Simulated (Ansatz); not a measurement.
`[GaH2][CH2][GeH3]` + H₂O → `[OH][GaH2]` + `[CH3][GeH3]` at 400 K and 1 bar (formal hydrolysis of a Ga–C bond).

Isolated molecules relaxed with PBE0-D4/def2-TZVP in Ansatz; ΔE leaves out vibrations. CBS: MP2 limit from def2 TZ/QZ plus the TZ coupled-cluster correction, frozen cores. This one scheme is used for every species. For Ga, Ge outer-core shells are correlated without core-valence functions, which leaves a few kJ/mol of doubt a bond. Scalar relativity is left out up to krypton.

```
            species  CCSD(T)/CBS energy (Eh)  H − E (kJ/mol)  S (J/(mol·K))
`[GaH2][CH2][GeH3]`              -4042.29238           196.7          386.1
                H₂O                -76.37941            69.8          198.6
       `[OH][GaH2]`              -2000.92981            89.0          281.3
      `[CH3][GeH3]`              -2117.76728           178.0          291.9
```

H − E and S are ideal-gas, rigid-rotor, harmonic terms from PBE0-D4/def2-TZVP. 1 Eh = 2625.50 kJ/mol, R = 8.31446 J/(mol·K).

Q: By hand: ΔE, ΔH, ΔS and ΔG.

A: ΔE = (-2000.92981) + (-2117.76728) − (-4042.29238) − (-76.37941) = -0.02530 Eh = -66.4 kJ/mol. Δ(H − E) = 89.0 + 178.0 − 196.7 − 69.8 = 0.5, so ΔH = -65.9 kJ/mol. ΔS = 281.3 + 291.9 − 386.1 − 198.6 = -11.5 J/(mol·K). ΔG = -65.9 − 400 × (-11.5)/1000 = -61.3 kJ/mol.

Q: By hand: the equilibrium constant, and the temperature at which ΔG would vanish if ΔH and ΔS stayed fixed.

A: log₁₀ K = −ΔG/(RT ln 10) = 8.0. ΔG = 0 at ΔH/ΔS = 5730 K, far beyond where these terms or the molecules hold.

The number of gas molecules stays the same, so ΔS is small and ΔH decides. A doubt of 5 kJ/mol in ΔE shifts log₁₀ K by 0.7 here. These are equilibria of isolated gas molecules and say nothing of rates. Largest T1 diagnostic: 0.015 (customary marks: 0.02 for closed shells, 0.045 for open ones).
